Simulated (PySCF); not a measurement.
Species: VI₄ (doublet state).
Structure used (PBE0-D3(BJ)/def2-SVP), in Å, numbered top down from 1:
```xyz
5
VI4 angstrom
V      0.0210   -0.0227   -0.0146
I      0.0072   -0.0748    2.4711
I      2.3528   -0.0166   -0.8859
I     -1.1084    2.0402   -0.8185
I     -1.1978   -2.0366   -0.8142
```

The calculation used PySCF 2.14.0, PBE0-D3(BJ)/def2-SVP geometry optimisation, gas phase, def2 core potentials past Kr.

Q: Which atoms are bound to V1, and at what distances?

A: 4 atoms: I4 2.485 Å, I5 2.486 Å, I2 2.486 Å, I3 2.489 Å.

Q: List the angles at V1.

A: 
```csv
angle,degrees,distance of the outer atoms (Å)
I2–V1–I3,110.8,4.10
I3–V1–I5,110.4,4.09
I4–V1–I5,110.2,4.08
I2–V1–I4,109.8,4.07
I3–V1–I4,108.1,4.03
I2–V1–I5,107.6,4.01
```

Q: What is the shape at V1?

A: Tetrahedral: angles from 107.6° to 110.8°; τ4 = (360° − α − β)/141° = 0.98 with α and β the two widest (0 for a square, 1 for a tetrahedron).

Charge 0, doublet. ⟨S²⟩ = 0.821 (exact for a doublet: 0.75). Stationary, but not proved a minimum.

Time: 6.0 min wall; peak memory 0.66 GiB. Hardware: one thread of an Arm Neoverse V2, shared host. This is the geometry optimisation.
